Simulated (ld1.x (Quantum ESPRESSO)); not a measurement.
Plane-wave convergence, TM potential for B (Z = 5)

- Element: boron
- Generator: ld1.x (Quantum ESPRESSO) 7.5
- Type: norm-conserving Troullier–Martins (Kleinman–Bylander form)
- Functional: PBE
- Relativity: non-relativistic
- Frozen core: [He]
- Valence charge: 3
- Reference configuration: 2s1 2p0 (charge +2)
- Partial waves: 2s (bound): rc 1.15 bohr; 2p (bound, empty): rc 1.90 bohr
- Local potential: the p channel
- Core correction: Bessel-smoothed model core, default radius (core density twice the valence density)

The pseudo-atom Hamiltonian at the reference potential is diagonalised in spherical Bessel functions j_l(qr) that vanish at 20 bohr, with q² up to the cutoff. All-electron valence levels (Ry): 2s -2.3127, 2p -1.8736.

Task: How do the lowest levels (Ry) of each channel move with the cutoff, and are there ghosts?

Result:

```
cutoff (Ry)     s #1     p #1     p #2     d #1     d #2     f #1  Σ f·Δε (mRy)
          8  -2.2441  -1.6446  -0.5884  -0.5935  -0.2903  -0.2677          68.6
         15  -2.2885  -1.8166  -0.6368  -0.5982  -0.2921  -0.2678          24.2
         21  -2.3070  -1.8560  -0.6473  -0.5996  -0.2927  -0.2678           5.7
         35  -2.3110  -1.8733  -0.6521  -0.6004  -0.2930  -0.2678           1.7
         45  -2.3113  -1.8734  -0.6522  -0.6004  -0.2930  -0.2678           1.4
         60  -2.3122  -1.8735  -0.6522  -0.6004  -0.2930  -0.2678           0.4
        400  -2.3127  -1.8736  -0.6522  -0.6004  -0.2930  -0.2678           0.0
```

Result: no extra level below or beside the all-electron valence levels (s, p, d, f tested); 10 mRy is reached at 21 Ry and 1 mRy at 50 Ry.
